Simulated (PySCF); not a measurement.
Isomers of C3H8O2Si, mass 104.029 u with the commonest isotopes. The calculation used PBE0-D3(BJ)/def2-SVP geometry optimisation, gas phase (PySCF). One conformer each, none proved a minimum here; rigid rotors.

Question: Order these by radius of gyration √(Σ m r²/M), largest first.
A. `[CH3:1][O:2][C:3](=[O:4])[CH2:5][SiH3:6]` with C1–O2–C3–O4 0°, O2–C3–C5–Si6 75°
B. `[O:1]=[C:2]([OH:3])[CH2:4][CH2:5][SiH3:6]` with O1–C2–O3–H -1°, O1–C2–C4–C5 -23°, C2–C4–C5–Si6 52°
C. `[CH2:1]=[CH:2][O:3][CH2:4][SiH2:5][OH:6]` with C1–C2–O3–C4 0°, C2–O3–C4–Si5 180°, O3–C4–Si5–O6 -54°, C4–Si5–O6–H 47°
D. `[CH3:1][C:2](=[O:3])[CH2:4][SiH2:5][OH:6]` with C1–C2–C4–Si5 126°, C2–C4–Si5–O6 52°, C4–Si5–O6–H -26°
E. `[CH2:1]=[CH:2][CH2:3][SiH:4]([OH:5])[OH:6]` with C1–C2–C3–Si4 94°, C2–C3–Si4–O5 -50°, C3–Si4–O5–H 37°, C3–Si4–O6–H -175°
F. `[OH:1][CH2:2]/[CH:3]=[CH:4]\[O:5][SiH3:6]` with H–O1–C2–C3 57°, O1–C2–C3–C4 -126°, C3–C4–O5–Si6 177°

Answer: F (2.219 Å), C (2.035 Å), A (1.917 Å), B (1.896 Å), D (1.833 Å), E (1.789 Å).

Question: Order these by rotational constant A, largest first.
A. `[OH:1][CH2:2]/[CH:3]=[CH:4]\[O:5][SiH3:6]` with H–O1–C2–C3 57°, O1–C2–C3–C4 -126°, C3–C4–O5–Si6 177°
B. `[CH3:1][O:2][C:3](=[O:4])[CH2:5][SiH3:6]` with C1–O2–C3–O4 0°, O2–C3–C5–Si6 75°
C. `[O:1]=[C:2]([OH:3])[CH2:4][CH2:5][SiH3:6]` with O1–C2–O3–H -1°, O1–C2–C4–C5 -23°, C2–C4–C5–Si6 52°
D. `[CH3:1][C:2](=[O:3])[CH2:4][SiH2:5][OH:6]` with C1–C2–C4–Si5 126°, C2–C4–Si5–O6 52°, C4–Si5–O6–H -26°
E. `[CH2:1]=[CH:2][CH2:3][SiH:4]([OH:5])[OH:6]` with C1–C2–C3–Si4 94°, C2–C3–Si4–O5 -50°, C3–Si4–O5–H 37°, C3–Si4–O6–H -175°
F. `[CH2:1]=[CH:2][O:3][CH2:4][SiH2:5][OH:6]` with C1–C2–O3–C4 0°, C2–O3–C4–Si5 180°, O3–C4–Si5–O6 -54°, C4–Si5–O6–H 47°

Answer: A (9420 MHz), F (8005 MHz), C (6093 MHz), B (5457 MHz), D (5346 MHz), E (4407 MHz).

Question: Order these by out-of-plane moment Σ m c² = (Ia + Ib − Ic)/2, smallest first.
A. `[CH3:1][O:2][C:3](=[O:4])[CH2:5][SiH3:6]` with C1–O2–C3–O4 0°, O2–C3–C5–Si6 75°
B. `[OH:1][CH2:2]/[CH:3]=[CH:4]\[O:5][SiH3:6]` with H–O1–C2–C3 57°, O1–C2–C3–C4 -126°, C3–C4–O5–Si6 177°
C. `[CH2:1]=[CH:2][CH2:3][SiH:4]([OH:5])[OH:6]` with C1–C2–C3–Si4 94°, C2–C3–Si4–O5 -50°, C3–Si4–O5–H 37°, C3–Si4–O6–H -175°
D. `[O:1]=[C:2]([OH:3])[CH2:4][CH2:5][SiH3:6]` with O1–C2–O3–H -1°, O1–C2–C4–C5 -23°, C2–C4–C5–Si6 52°
E. `[CH2:1]=[CH:2][O:3][CH2:4][O:5][SiH3:6]` with C1–C2–O3–C4 170°, C2–O3–C4–O5 -74°, O3–C4–O5–Si6 -52°
F. `[CH3:1][C:2](=[O:3])[CH2:4][SiH2:5][OH:6]` with C1–C2–C4–Si5 126°, C2–C4–Si5–O6 52°, C4–Si5–O6–H -26°
G. `[CH2:1]=[CH:2][O:3][CH2:4][SiH2:5][OH:6]` with C1–C2–O3–C4 0°, C2–O3–C4–Si5 180°, O3–C4–Si5–O6 -54°, C4–Si5–O6–H 47°

Answer: D (10.36 u·Å²), B (13.68 u·Å²), G (14.55 u·Å²), F (17.45 u·Å²), E (20.07 u·Å²), A (23.34 u·Å²), C (37.47 u·Å²).

```tsv
SMILES	point group	Ia (u·Å²)	Ib (u·Å²)	Ic (u·Å²)	κ	μa (D)	μb (D)	μc (D)
COC(=O)C[SiH3]	C1	92.60	313.02	358.94	-0.90	0.08	1.45	0.90
C=COC[SiH2]O	C1	63.13	382.28	416.31	-0.97	1.27	0.20	0.13
C=COCO[SiH3]	C1	92.84	309.02	361.70	-0.88	0.10	0.54	0.20
C=CC[SiH](O)O	C1	114.67	255.74	295.47	-0.80	0.17	0.26	0.48
OC/C=C\O[SiH3]	C1	53.65	472.19	498.47	-0.99	2.56	0.58	0.80
CC(=O)C[SiH2]O	C1	94.53	272.62	332.24	-0.83	2.43	2.79	0.42
O=C(O)CC[SiH3]	C1	82.95	301.57	363.80	-0.88	1.89	1.50	0.05
```
